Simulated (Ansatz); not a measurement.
A structure relaxed at PBE0-D4/def2-TZVP, charge 0, multiplicity 1:

Cartesian coordinates in Å:
```
O 1.5477 1.1158 0.2631
C 0.4456 1.4686 -0.0294
O -0.5813 0.6340 -0.2438
Si -0.3764 -1.0168 -0.1309
F -1.7500 -1.5818 -0.6689
Br -0.1356 -1.6310 1.9500
H 0.1334 2.5131 -0.1615
H 0.7164 -1.5019 -0.9787
```

Give its formula and SMILES.

CH2BrFO2Si, `O=CO[SiH](F)Br`.

Summarise the bond lengths by kind.

2 × C–O 1.194 to 1.341 Å; 1 × C–H 1.098 Å; 1 × O–Si 1.667 Å; 1 × F–Si 1.580 Å; 1 × Br–Si 2.183 Å; 1 × H–Si 1.466 Å.

Results of the Gaussian-basis code of Ansatz.
